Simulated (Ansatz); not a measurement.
H3ISn (SMILES [SnH3][I]), singlet, geometry from GFN2-xTB (such geometries of metal compounds can be far from the true shape) (all electrons, no relativity); CASSCF(2,3)/STO-3G (Ansatz, an electronic-structure program).

Ansatz was given this input:
Ansatz 0.2 input:
```yaml
crystal:
  periodic: [false, false, false]
  atoms:
    - {symbol: Sn, position_ang: [-1.31162312, -0.04367628, -0.01227585]}
    - {symbol: I, position_ang: [1.33960058, 0.04460791, 0.01253770]}
    - {symbol: H, position_ang: [-1.75355981, -1.38094798, -0.90900786]}
    - {symbol: H, position_ang: [-1.81704544, -0.17227732, 1.57383323]}
    - {symbol: H, position_ang: [-1.84706946, 1.37281993, -0.71553091]}
basis:
  gaussian:
    orbitals: STO-3G
hamiltonian:
  xc: hf
magnetization: {spin_polarized: false}
correlation: {active_space: {window: {electrons: 2, orbitals: 3}}}
```

The log (banner, timings and long lists left out):

```
Functional definition: HF
681 factors; integrals over basis functions are off by at most 3.0e-5 eV
mean field evaluation 1: about -348735.2990 eV, gradient 8.4e0 eV
mean field evaluation 2: about -348735.2792 eV, gradient 8.4e0 eV
mean field evaluation 4: about -348735.8269 eV, gradient 3.0e-1 eV
mean field evaluation 8: about -348735.8291 eV, gradient 1.0e-5 eV
mean field -348735.82912996 eV, -12815.8053388911 hartree, gradient 1.0e-6 eV, S^2 0.000000; 0 other end points of the search recorded, 0 dependent functions left out
reference -348735.82912996 eV, -12815.8053388911 hartree; 53, 53 occupied and 4, 4 virtual orbitals, 681 factors
state -348736.23454149 eV, -12815.8202374899 hartree
Total energy: -348736.23454149 eV, -12815.8202374899 hartree
```
